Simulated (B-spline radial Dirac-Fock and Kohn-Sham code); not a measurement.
# Photoemission from Sn at 3270 eV, detector at θ = 54.7°, φ = 180°

System: the Sn atom, [Kr] 4d10 5s2 5p2. These are calculated numbers from a radial B-spline solver; the model is Dirac-Hartree-Slater photoionisation with a Latter tail; cross sections with all multipoles, angular parameters from the dipole term and its interference with E2. Thresholds are tabulated edges, those marked * orbital energies of the model. For linearly polarised light dσ/dΩ = σ/(4π) [1 + β P₂(cos θ) + (δ + γ cos²θ) sin θ cos φ], with θ from the polarisation vector and φ the angle between the beam and the projection of the electron momentum on the plane normal to the polarisation. The dipole factor is 1 + βP₂ and the non-dipole term is the rest of the bracket. Open shells are filled statistically over j.

The run's input, task.json:

```json
{"items": [{
  "Z": 50,
  "q": 0,
  "cfg": [[1, 0, 2], [2, 0, 2], [2, 1, 6], [3, 0, 2], [3, 1, 6], [3, 2, 10], [4, 0, 2], [4, 1, 6], [4, 2, 10], [5, 0, 2], [5, 1, 2]],
  "A": 120,
  "rrms": 4.6519,
  "do": "xps",
  "hv": [72.9, 74.6, 109.0, 119.0, 150, 181.0, 200, 394.0, 459.0, 474.0, 600, 800, 1070.0, 2000, 2150.0, 2460.0, 2860.0, 3270.0, 3480.0, 3680.0, 4160.0, 6000, 6370.0, 6780.0, 7370.0, 7610.0, 8047.8, 9180.0, 12000],
  "edges": {"K": 29200.0, "L1": 4465.0, "L2": 4156.0, "L3": 3929.0, "M1": 884.7, "M2": 756.5, "M3": 714.6, "M4": 493.2, "M5": 484.9, "N1": 137.1, "N2": 83.6, "N3": 83.6}
}]}
```

Launch: `python xray2_run.py task.json out`

```tsv
subshell	threshold (eV)	σ (kb)	β	γ	δ	dipole factor	non-dipole term	dσ/dΩ (kb/sr)
3s	884.7	12.2	1.99	-0.09	0.000	1.002	+0.024	0.994
3p1/2	756.5	14.1	1.58	0.20	0.007	1.001	-0.060	1.06
3p3/2	714.6	26.6	1.63	0.23	0.011	1.001	-0.071	1.97
3d3/2	493.2	12.3	1.16	0.75	0.107	1.001	-0.291	0.694
3d5/2	484.9	17.4	1.11	0.74	0.111	1.001	-0.294	0.980
4s	137.1	2.59	1.99	-0.10	0.000	1.002	+0.028	0.212
4p1/2	83.60	2.51	1.59	0.30	0.006	1.001	-0.086	0.183
4p3/2	83.60	4.66	1.64	0.32	0.010	1.001	-0.096	0.336
4d3/2	32.65*	1.54	1.14	0.78	0.100	1.001	-0.294	0.0866
4d5/2	31.51*	2.17	1.10	0.78	0.105	1.001	-0.297	0.121
5s	12.84*	0.288	1.99	-0.10	0.000	1.002	+0.027	0.0236
5p1/2	5.90*	0.0535	1.60	0.31	0.006	1.001	-0.089	0.00388
5p3/2	5.42*	0.0916	1.64	0.33	0.010	1.001	-0.099	0.00658
```
